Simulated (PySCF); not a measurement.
C₂H₃Cl₂FSi.

```xyz
9

F      0.4509     2.1306    -1.0213
C      0.5377     0.9770    -0.3416
C      1.6490     0.2473    -0.4924
Cl     1.8608    -1.2572     0.3067
Si    -0.9500     0.5491     0.7392
Cl    -2.1015    -0.8952    -0.1861
H      2.4734     0.5636    -1.1371
H     -0.5041     0.0293     2.0562
H     -1.7548     1.7900     0.8777
```
Charge 0, spin multiplicity 1.

The structure is a stationary point at PBE0-D3(BJ)/def2-SVP. The structure was generated by enumeration; whether it is a known compound was not checked. One conformer was computed; it need not be the lowest.

Calculation: HF/pcSseg-1 in PySCF. Non-relativistic, no solvent.

Computed absolute GIAO shielding of each atom: isotropic value and principal components (ppm):
| atom | σ(iso) | σ11 | σ22 | σ33 | span |
|---|---|---|---|---|---|
| F1 | 351.2 | 281.7 | 336.6 | 435.3 | 153.6 |
| C2 | 18.1 | -108.0 | 70.2 | 92.1 | 200.0 |
| C3 | 52.9 | -73.8 | 95.2 | 137.3 | 211.0 |
| Cl4 | 879.5 | 755.9 | 856.2 | 1026.4 | 270.4 |
| Si5 | 421.3 | 403.7 | 414.0 | 446.2 | 42.5 |
| Cl6 | 1029.2 | 955.1 | 1059.1 | 1073.4 | 118.3 |
| H7 | 24.6 | 20.7 | 26.0 | 27.3 | 6.7 |
| H8 | 26.7 | 23.4 | 25.3 | 31.3 | 7.9 |
| H9 | 27.0 | 23.2 | 25.2 | 32.5 | 9.3 |
